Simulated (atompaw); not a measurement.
## What one change does to a pseudopotential (terbium (Tb), PAW (atompaw))

| Property | Result |
| --- | --- |
| Element | Tb (Z = 65) |
| Generator | atompaw 4.2.0.5 |
| Type | PAW |
| Functional | PBE |
| Relativity | scalar-relativistic |
| Frozen core | [Kr] 4d10 4f8 |
| Valence charge | 11 |
| Reference configuration | 5s2 5p6 5d1 6s1 6p1 |
| Partial waves | 5s (bound); 6s (bound); 5p (bound); 6p (bound); 5d (bound); 5d channel at 0.95 Ry |
| Local potential | bessel scheme, radius 2.70 bohr |
| Core correction | smooth core density matched at 1.50 bohr |
| Augmentation charge | sinc compensation charge, radius 2.90 bohr; PAW radius 3.00 bohr; waves and projectors: bloechl |

All-electron outer shells of the reference configuration (PBE, scalar-relativistic, ld1.x):

```csv
shell,level (eV),outermost node (bohr),outermost maximum (bohr)
4d,-155.20,0.26,0.55
5s,-52.61,0.64,1.18
5p,-29.21,0.69,1.33
4f,-10.29,–,0.55
6s,-4.94,1.57,3.28
5d,-3.46,0.77,1.92
6p,-1.92,1.88,4.43
```

Change: reference 5s2 5p6 5d1 6s2 6p0.

Cutoffs: the cutoffs (Ry, on a coarse ladder) from which the occupation-weighted sum of valence levels, in a spherical-Bessel basis at the reference potential, stays within 10 and 1 mRy of its value at 400 Ry; they do not see the model core or the augmentation charge, which bear on the density cutoff.

Task: What does the change do?

Result: The potential gets neither clearly harder nor softer (18 Ry and 25 Ry → 18 Ry and 25 Ry); the p channel sets the loose cutoff, while the largest relative change is in d, which becomes softer; neither file shows a bound ghost.

```tsv
quantity	base	changed
cutoff, loose	18 Ry	18 Ry
cutoff, tight	25 Ry	25 Ry
loose cutoff by channel (10 mRy a level)	s 12 Ry, p 15 Ry, d 12 Ry	s 12 Ry, p 15 Ry, d 10 Ry
bound ghosts	none	none
s: phases at 3.01 bohr within 0.05 rad from the reference energy up to (Ry; the scan ends near 5)	3.8	3.9
p: phases at 3.01 bohr within 0.05 rad from the reference energy up to (Ry; the scan ends near 5)	to the end of the scan	to the end of the scan
d: phases at 3.01 bohr within 0.05 rad from the reference energy up to (Ry; the scan ends near 5)	to the end of the scan	to the end of the scan
lowest overlap eigenvalue by channel	s 0.49, p 0.64, d 0.90	s 0.49, p 0.63, d 0.90
```

 The cutoffs see the waves, projectors and local potential, not the compensation charge or the core.
